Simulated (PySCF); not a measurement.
**Electron correlation in La⁴⁵⁺ (lanthanum, charge +45)**

Starting occupation: [Ne] 3s2. Computed with PySCF 2.14 in an even-tempered Gaussian basis (18 s from 11 bohr⁻², ratio 2.4; 14 p from 14 bohr⁻², ratio 2.4; 4 d from 46 bohr⁻², ratio 2.6; 4 f from 69 bohr⁻², ratio 2.6), with X2C-1e with screened-nucleus spin-orbit coupling, Gaussian nucleus. Frozen: 1s2; 10 electrons correlated; the 54 highest virtual spinors left out.

MP2 pair energies summed by pair of shells (mhartree):

```csv
pair,energy,share (%)
3s1/2-3s1/2,-105.61,22.5
2p1/2-2p3/2,-100.48,21.4
2p3/2-2p3/2,-95.74,20.4
2p3/2-2s1/2,-41.72,8.9
2p3/2-3s1/2,-41.61,8.9
2p1/2-2p1/2,-23.55,5.0
2p1/2-2s1/2,-21.58,4.6
2p1/2-3s1/2,-18.89,4.0
2s1/2-2s1/2,-11.23,2.4
2s1/2-3s1/2,-9.33,2.0
```

Total MP2 correlation energy: -469.74 mhartree.

MP2 falls well short for the outer s pair, which is nearly degenerate with np².

At this charge the one-electron X2C treatment keeps the bare 1/r₁₂, with no two-electron picture change or Breit term. The effect here is smaller than on the frozen 1s shell.
